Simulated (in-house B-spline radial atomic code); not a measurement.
**Ionising Nb⁺ with different functionals**

Computed with an all-electron radial atomic-structure program (B-spline basis): non-relativistic Hamiltonian, point nucleus, spin-polarised at highest spin, spherical fractional occupations for the functionals, and exact exchange of hybrids averaged over the configuration. The ionisation energy is the difference of two self-consistent energies, [Kr] 4d4 → [Kr] 4d3, without Breit or QED terms; ε is the level of the shell that loses the electron (its least bound occupied spin orbital). There is no spin-orbit coupling in this Hamiltonian.

```tsv
method	rung	ΔSCF (eV)	-ε(4d) (eV)
PBE0	global hybrid	14.97	11.55
B3LYP	global hybrid	14.92	11.20
TPSSh	global hybrid	14.94	10.67
M06-2X	global hybrid	14.52	12.79
BHandHLYP	global hybrid	14.56	12.56
r2SCAN0	global hybrid	15.03	11.63
B97-1	global hybrid	14.71	11.06
HSE06	range-separated hybrid	14.97	11.14
wB97X	range-separated hybrid	14.50	13.60
CAM-B3LYP	range-separated hybrid	14.79	12.77
LC-wPBE	range-separated hybrid	14.80	14.19
```

Task: Among the functionals, which spreads more, the ΔSCF values or the orbital energies?

Result: The orbital energies: ΔSCF values span about 0.54 eV and the orbital energies 3.52 eV; here energy differences depend much less on the functional than eigenvalues do.

Task: How do they compare with the NIST value?

Result: NIST lists 14.320 eV (semi-empirical, ground level to ground level). Errors run from +0.18 to +0.71 eV; wB97X is closest (+0.18 eV), but part of that can be cancellation, since the calculations leave out relativity, Breit-QED terms, multiplet and fine-structure energies.
